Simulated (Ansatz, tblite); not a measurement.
Two members of one family (Series [CuX4]-), computed with Ansatz in the gas phase. Singlets are spin-restricted. A dash marks a value that wasn't run or was left out as unsound. The structures are stationary points that may keep the symmetry of their start. Remarks come from the PBE and PBE0 runs and from stability tests at other levels; not every state was tested. HOMO above LUMO (over both spins in singlets and doublets, within one spin in higher multiplets; at PBE or PBE0), or a gap under 0.15 eV within one spin, warns that the state may not be the lowest or that an electron is smeared out.

First: [CuCl4]- (singlet, charge -1, r2SCAN-D4/def2-SVPD geometry).

Cartesian coordinates in Å:
```
Cu 0.0000 0.0000 0.0000
Cl 1.5316 -1.5160 -0.4997
Cl -0.6100 0.0840 -2.1247
Cl -1.5263 1.5218 0.4983
Cl 0.6046 -0.0898 2.1261
```

| level | HOMO (eV) | LUMO (eV) | gap (eV) | vertical IE (eV) |
| --- | --- | --- | --- | --- |
| PBE-D4/def2-SVPD | -2.29 | -1.96 | 0.33 | – |
| PBE-D4/def2-TZVPD | -2.24 | -1.74 | 0.50 | 4.83 |
| r2SCAN-D4/def2-TZVPD | -2.53 | -1.89 | 0.64 | 5.07 |
| PBE0-D4/def2-SVPD | -3.66 | -1.48 | 2.18 | – |
| PBE0-D4/def2-TZVPD | -3.60 | -1.21 | 2.38 | 5.43 |

Metal–donor distances: 4 × Cl 2.21 Å. The relaxed triplet lies at 0.38 eV (B3LYP-D4/def2-TZVPD) to 0.89 eV (LC-ωPBE/def2-TZVPD) from the singlet. Remarks: restricted, untested.

Second: [CuF4]- (singlet, charge -1, r2SCAN-D4/def2-SVPD geometry).

```xyz
5

Cu    0.0000    0.0000    0.0000
F     0.2406    1.5146    0.8881
F    -1.5367    0.6153   -0.6329
F    -0.2406   -1.5146   -0.8881
F     1.5367   -0.6153    0.6329
```

Q: What does the change do? Estimate second minus first.

A: 
| level | Δ HOMO (eV) | Δ LUMO (eV) | Δ gap (eV) | Δ vertical IE (eV) |
| --- | --- | --- | --- | --- |
| PBE-D4/def2-SVPD | -0.46 | 0.79 | 1.25 | – |
| PBE-D4/def2-TZVPD | -0.38 | 0.83 | 1.21 | 1.30 |
| r2SCAN-D4/def2-TZVPD | -0.55 | 0.93 | 1.48 | 1.41 |
| PBE0-D4/def2-SVPD | -1.19 | 1.04 | 2.23 | – |
| PBE0-D4/def2-TZVPD | -1.15 | 1.13 | 2.28 | 1.68 |

Metal–donor distances: 4 × F 1.77 Å. The relaxed triplet lies at 0.59 eV (r2SCANh-D4/def2-TZVPD) to 0.81 eV (PBE-D4/def2-TZVPD) from the singlet. Remarks: gap within one spin near zero at PBE or PBE0 (neutral doublet).
